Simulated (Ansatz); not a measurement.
`[BH2][GeH2][O]C` + `[CH2]1[NH][AlH]1` → `B[N]1[CH2][AlH]1` + `C[O][GeH3]`  (cleavage of the B–Ge bond)

Calculated with Ansatz (gas phase, PBE0-D4/def2-TZVP geometries, no zero-point term in ΔE). CCSD(T)/CBS adds triple-zeta CCSD(T) − MP2 to the extrapolated MP2 energy (def2 sets, frozen cores). Functionals use def2-TZVPP. B3LYP here is the variant with VWN-RPA as its local correlation; programs differ in this. For Ge outer-core shells are correlated without core-valence functions, which leaves a few kJ/mol of doubt a bond. Scalar relativity is left out up to krypton. One conformer a species, not always the lowest.

```
         level  ΔE (kJ/mol)
       PBE0-D4       -151.3
         B3LYP       -155.6
 MP2/CBS(def2)       -153.6
CCSD/CBS(def2)       -146.0
```

Task: What does CCSD(T)/CBS give? (Best estimate.)

Result: The calculation gave: -147.5 kJ/mol. The listed levels differ from it by -3.8, -8.1, -6.1, 1.5 kJ/mol.

Largest T1 diagnostic among the species: 0.015.
